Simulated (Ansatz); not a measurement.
## One elementary step

Start structure (SnH5ClO, closed shell), relaxed at PBE0-D4/def2-TZVP:

Sn1  (-0.994, -0.314, -0.557)
O2  (0.311, -0.249, 0.952)
H3  (-0.104, -1.090, -1.769)
H4  (-1.421, 1.294, -0.919)
H5  (-2.320, -1.217, 0.017)
H6  (1.749, 0.437, 0.515)
Cl7  (2.819, 1.023, -0.007)
H8  (-0.039, 0.116, 1.769)
(Å)

The step: SnH₄O ([OH][SnH3]) + HCl → SnH₃Cl ([Cl][SnH3]) + H₂O; bonds formed: Sn1–Cl7, O2–H6; bonds broken: Sn1–O2, H6–Cl7. Computed with Ansatz 0.2.0 (basis: def2-TZVPP and def2-QZVPP); correlated methods freeze the cores. Filled d shells of the heavier atoms are correlated. Core potentials replace the inner electrons of the atoms past krypton. The def2 sets are not built for correlating such inner shells, so the correlated values are less sure here. Extrapolation: Hartree–Fock as exp(−7.88 √X), correlation as X^−2.97. Energies below are by CCSD(T) at an estimated basis limit (MP2 extrapolated from triple and quadruple zeta, plus CCSD(T) − MP2 in triple zeta).

Q: What are the electronic barrier and the energy of the step, from the start structure to the end structure? (An estimate is asked for; the value comes from the calculation.)

A: By the calculation: Barrier 19.8 kJ/mol; step energy -68.0 kJ/mol (downhill); reverse barrier, their difference, 87.7 kJ/mol. Barrier and step energy count from the start structure, the reverse barrier from the end structure.

The saddle point: One imaginary mode of 189i cm⁻¹.
| pair | start (Å) | saddle (Å) | end (Å) |
| --- | --- | --- | --- |
| Sn1–Cl7 | 4.08 | 3.08 | 2.36 |
| O2–H6 | 1.65 | 1.16 | 0.96 |
| Sn1–O2 | 2.00 | 2.09 | 3.09 |
| H6–Cl7 | 1.33 | 1.60 | 2.53 |

Zero-point energy (harmonic, PBE0-D4): ZPE is 111.5 kJ/mol at the start and 111.6 kJ/mol at the saddle, so the barrier goes from 19.8 to 19.9 kJ/mol.

The T1 diagnostic stays at or below 0.013.

Hydrogen chloride, the by-product of chloride precursors, can attack films and sites by steps of this kind.

Labels in which every atom is bracketed show which atoms are joined, not bond orders.

For scale, one of the runs: CCSD(T)/def2-TZVPP, 193 basis functions, launched by `ansatz run in.yaml --threads 4 --pin off --events-out ev --progress --plain --max-ram 9574MiB`. The run took 120 s on 4 CPU threads of an AMD EPYC (shared host), with 2.4 GiB of host memory at its peak.
